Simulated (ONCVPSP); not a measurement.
## u(r) = r·R(r): atom against pseudo-atom (Sn (Z = 50))

Columns: radius, all-electron u(r) and pseudo u(r) of the 4p shell (level -89.56 eV) of tin in the configuration [Ar] 3d10 4s2 4p6 4d10 5s2 5p2; PBEsol, scalar-relativistic, ONCV scheme, ONCVPSP 4.0.1.

```csv
r (bohr),all-electron,pseudo
0.080,0.4030,0.0325
0.160,-0.2880,0.1258
0.240,-0.6719,0.2684
0.320,-0.4907,0.4436
0.400,-0.0369,0.6310
0.480,0.4416,0.8102
0.560,0.8219,0.9632
0.640,1.0691,1.0765
0.720,1.1932,1.1426
0.800,1.2213,1.1605
0.880,1.1825,1.1345
0.960,1.1026,1.0730
1.040,1.0006,0.9863
1.120,0.8902,0.8850
1.200,0.7800,0.7788
1.280,0.6755,0.6753
1.360,0.5796,0.5795
1.440,0.4937,0.4936
1.520,0.4180,0.4179
1.600,0.3522,0.3522
1.680,0.2956,0.2955
1.760,0.2472,0.2471
1.840,0.2062,0.2061
1.920,0.1716,0.1715
2.000,0.1425,0.1424
2.080,0.1181,0.1181
```

(1) How many radial nodes do the two functions have?

(2) At about which radius was the pseudo-wave matched?

(3) Is the pseudo-wave norm-conserving?

## Answers

(1) The all-electron 4p function has n − l − 1 = 2; the pseudo-wave has 0, since the states of the same l below it are removed with the core.

(2) 1.35 bohr, where the columns begin to agree (steps of 0.08 bohr).

(3) Yes: the ONCV scheme keeps the norm inside the radius equal to the all-electron one, which fixes the energy derivative of the logarithmic derivative at the level.
